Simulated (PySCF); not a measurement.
A structure optimised at PBE-D3(BJ)/def2-SVP, used in a PySCF frequency run:

```
Si
O 1 1.6939
H 2 0.9733 1 114.95
N 1 1.7351 2 110.42 3 177.25
H 4 1.0232 1 118.37 2 72.95
H 4 1.0240 5 109.63 1 139.23
H 1 1.5088 2 110.18 3 -65.49
C 1 1.8893 7 111.08 4 117.83
H 8 1.1133 1 108.60 7 67.51
H 8 1.1136 9 105.12 1 -114.49
C 8 1.5348 9 110.77 10 -119.75
H 11 1.1089 8 110.89 9 -179.76
H 11 1.1097 12 107.99 8 123.33
H 11 1.1100 12 106.79 13 115.13
```
Charge 0, spin multiplicity 1.

Problem. Write its SMILES and formula.

Solution. CC[Si@@H](N)O, C₂H₉NOSi

Problem. What are its rotational constants (standard atomic weights)?

Solution. 5.6735, 2.6168, 1.9991 GHz
